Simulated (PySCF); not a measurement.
Electron correlation in Ag (silver, neutral)

[Kr] 4d10 5s1, 2S determinant. All numbers are calculated (PySCF 2.14, scalar relativity through the core potential, in def2-TZVPPD with the def2 core potential (28 electrons)). Frozen: 4s2 4p6; 11 electrons correlated.

MP2 pair energies summed by pair of shells (mhartree):

```csv
pair,energy,share (%)
4d-4d,-351.34,91.2
4d-5s,-33.95,8.8
```

Total MP2 correlation energy: -385.29 mhartree.

Same-spin part -141.88 and opposite-spin part -243.42 mhartree; SCS-MP2 scales them by 1/3 and 6/5 to -339.39 mhartree.
